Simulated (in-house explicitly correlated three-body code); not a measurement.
Computed with an exponentially correlated three-body code. Model: two electrons around a point charge, non-relativistic, variational in 260 exponentially correlated functions (energies converged to about 1e-7 hartree, or 1e-8 relative for large Z).

Command:
```bash
python run_hyl.py task.json out
```
Settings (lengths in bohr, energies in hartree):
```
Z                      14
screening              0.14
interaction_strength   1
functions              260
states_tried           13
```

Run time, properties included: 2.7 min on 1 thread of Arm Neoverse N1, on a shared host.

**Those bound S and P states to n = 4 that converged, binding against the one-electron ion.**

Given: nuclear charge 14; Yukawa screening of all interactions 0.14 1/bohr.

Computed: one-electron threshold -96.0546033 hartree.

```csv
term,energy (hartree),binding (eV)
1 1S,-183.655487,2383.7
2 3S,?,?
2 3P,-115.695676,534.46
2 1S,-115.659543,533.48
2 1P,-115.299743,523.69
3 3S,-103.966835,215.3
3 1S,-103.823745,211.41
3 3P,-103.821131,211.34
3 1P,-103.714225,208.43
4 3S,?,?
4 1S,-99.7625198,100.9
4 3P,-99.7559372,100.72
4 1P,-99.7132105,99.556
```

**Question.** What belongs in the row 2 3S?

**Answer.** energy (hartree): -116.206743; binding (eV): 548.37.

**Question.** What belongs in the row 4 3S?

**Answer.** energy (hartree): -99.8191138; binding (eV): 102.44.

**Converged states only, values per electron or pair (inverse distances are <exp(-kr)/r>).**

| term | mean r (bohr) | mean r squared (bohr²) | mean inverse r (1/bohr) | mean r12 (bohr) | mean inverse r12 (1/bohr) | mean cosine | mean p1 dot p2 (bohr⁻²) | delta r1 (bohr⁻³) | delta r12 (bohr⁻³) |
| --- | --- | --- | --- | --- | --- | --- | --- | --- | --- |
| 1 1S | 0.11011 | 0.016223 | 13.548 | 0.16168 | 8.2973 | -0.0094983 | 1.7491 | 832.45 | 94.806 |
| 2 3S | ? | ? | ? | ? | ? | ? | ? | ? | - |
| 2 3P | 0.24316 | 0.093985 | 8.4972 | 0.40498 | 2.8714 | -0.074284 | -13.288 | 434.26 | - |
| 2 1S | 0.28199 | 0.12941 | 8.4942 | 0.46932 | 2.8794 | -0.0052285 | 0.15532 | 482.79 | 17.228 |
| 2 1P | 0.24718 | 0.097625 | 8.4802 | 0.39592 | 3.1897 | 0.059754 | 12.98 | 437.23 | 5 |
| 3 3S | 0.56395 | 0.59924 | 7.5912 | 1.0284 | 1.1102 | -0.0010932 | 0.03995 | 450.49 | - |
| 3 1S | 0.57132 | 0.61677 | 7.5854 | 1.0418 | 1.2366 | -0.0016578 | 0.049281 | 450.09 | 4.945 |
| 3 3P | 0.53266 | 0.53658 | 7.5859 | 0.96746 | 1.2371 | -0.017376 | -3.0317 | 436.07 | - |
| 3 1P | ? | ? | ? | ? | ? | ? | ? | ? | ? |
| 4 3S | 0.97512 | 1.9177 | 7.2706 | 1.8473 | 0.59597 | -0.00046658 | 0.016396 | 442.3 | - |
| 4 1S | 0.98521 | 1.9603 | 7.2682 | 1.8669 | 0.64572 | -0.00069765 | 0.020793 | 442.16 | 2.0149 |
| 4 3P | 0.9466 | 1.8162 | 7.2683 | 1.7908 | 0.6463 | -0.0066488 | -1.1496 | 436.43 | - |
| 4 1P | 0.95444 | 1.8481 | 7.2664 | 1.8052 | 0.68185 | 0.0053172 | 1.1979 | 436.67 | 0.66458 |

**Question.** What belongs in the row 2 3S?

**Answer.** mean r (bohr): 0.27698; mean r squared (bohr²): 0.124; mean inverse r (1/bohr): 8.5161; mean r12 (bohr): 0.46494; mean inverse r12 (1/bohr): 2.3972; mean cosine: -0.00325; mean p1 dot p2 (bohr⁻²): 0.13612; delta r1 (bohr⁻³): 484.67.

**Question.** What belongs in the row 3 1P?

**Answer.** mean r (bohr): 0.53841; mean r squared (bohr²): 0.54941; mean inverse r (1/bohr): 7.5813; mean r12 (bohr): 0.97534; mean inverse r12 (1/bohr): 1.3257; mean cosine: 0.013952; mean p1 dot p2 (bohr⁻²): 3.1124; delta r1 (bohr⁻³): 436.72; delta r12 (bohr⁻³): 1.5822.

**Electric-dipole lines between converged S and P states, rate of the upper state's decay.**

```json
{"s state": "1 1S", "p state": "2 1P", "p minus s (eV)": "1860.1", "oscillator strength from s": "0.75307", "rate (1/s)": "3.7686e+13"}
{"s state": "1 1S", "p state": "3 1P", "p minus s (eV)": "2175.3", "oscillator strength from s": "0.1507", "rate (1/s)": "1.0314e+13"}
{"s state": "1 1S", "p state": "4 1P", "p minus s (eV)": "2284.2", "oscillator strength from s": "0.054882", "rate (1/s)": "4.1417e+12"}
{"s state": "2 1S", "p state": "2 1P", "p minus s (eV)": "9.7907", "oscillator strength from s": "0.038524", "rate (1/s)": "5.3413e+07"}
{"s state": "2 1S", "p state": "3 1P", "p minus s (eV)": "325.05", "oscillator strength from s": "0.39683", "rate (1/s)": "6.0644e+11"}
{"s state": "2 1S", "p state": "4 1P", "p minus s (eV)": "433.92", "oscillator strength from s": "0.095343", "rate (1/s)": "2.5966e+11"}
{"s state": "3 1S", "p state": "2 1P", "p minus s (eV)": "-312.28", "oscillator strength from s": "-0.049401", "rate (1/s)": "2.0904e+11"}
{"s state": "3 1S", "p state": "3 1P", "p minus s (eV)": "2.9802", "oscillator strength from s": "0.070977", "rate (1/s)": "9.1178e+06"}
{"s state": "3 1S", "p state": "4 1P", "p minus s (eV)": "111.85", "oscillator strength from s": "0.42897", "rate (1/s)": "7.7627e+10"}
{"s state": "4 1S", "p state": "2 1P", "p minus s (eV)": "-422.79", "oscillator strength from s": "-0.010701", "rate (1/s)": "8.3002e+10"}
{"s state": "4 1S", "p state": "3 1P", "p minus s (eV)": "-107.53", "oscillator strength from s": "-0.11293", "rate (1/s)": "5.666e+10"}
{"s state": "4 1S", "p state": "4 1P", "p minus s (eV)": "1.3418", "oscillator strength from s": "0.1087", "rate (1/s)": "2.8307e+06"}
{"s state": "2 3S", "p state": "2 3P", "p minus s (eV)": "?", "oscillator strength from s": "?", "rate (1/s)": "?"}
{"s state": "2 3S", "p state": "3 3P", "p minus s (eV)": "337.03", "oscillator strength from s": "0.38231", "rate (1/s)": "6.2812e+11"}
{"s state": "2 3S", "p state": "4 3P", "p minus s (eV)": "447.65", "oscillator strength from s": "0.093004", "rate (1/s)": "2.6957e+11"}
{"s state": "3 3S", "p state": "2 3P", "p minus s (eV)": "-319.16", "oscillator strength from s": "-0.050365", "rate (1/s)": "2.2261e+11"}
{"s state": "3 3S", "p state": "3 3P", "p minus s (eV)": "?", "oscillator strength from s": "?", "rate (1/s)": "?"}
{"s state": "3 3S", "p state": "4 3P", "p minus s (eV)": "114.58", "oscillator strength from s": "0.41353", "rate (1/s)": "7.8532e+10"}
{"s state": "4 3S", "p state": "2 3P", "p minus s (eV)": "-432.02", "oscillator strength from s": "-0.010744", "rate (1/s)": "8.7012e+10"}
{"s state": "4 3S", "p state": "3 3P", "p minus s (eV)": "-108.9", "oscillator strength from s": "-0.11684", "rate (1/s)": "6.0128e+10"}
{"s state": "4 3S", "p state": "4 3P", "p minus s (eV)": "1.7191", "oscillator strength from s": "0.13678", "rate (1/s)": "5.8467e+06"}
```

**Question.** What belongs in the row 2 3S 2 3P?

**Answer.** p minus s (eV): 13.907; oscillator strength from s: 0.052678; rate (1/s): 1.4736e+08.

**Question.** What belongs in the row 3 3S 3 3P?

**Answer.** p minus s (eV): 3.9648; oscillator strength from s: 0.092194; rate (1/s): 2.0962e+07.

**Static dipole response.**

| state | polarisability (bohr³) |
| --- | --- |
| 1 1S | 0.00026045 |
| 2 1S | 0.30148 |
| 2 3S | 0.20523 |
